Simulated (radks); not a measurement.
Results of a calculation; reference values are marked as such.
Task: The tantalum ion Ta4+ is in [Xe] 4f14 5d1. Level of theory: scalar-relativistic Kohn-Sham, BLYP, spin-polarised, spherical densities, finite nucleus; Fermi nuclear charge, rms radius of each element as measured or else 0.836 A^(1/3) + 0.57 fm (a radial shooting solver on a logarithmic mesh with Libxc functionals). Open shells are filled with parallel spins first. One electron is removed from 5p, 4f, 5s, 5d in turn, with full relaxation. Which removal costs least, and what does each cost?

Result: 5d 47.778 eV; 4f 78.747 eV; 5p 87.969 eV; 5s 123.15 eV. The 5d electron leaves first.
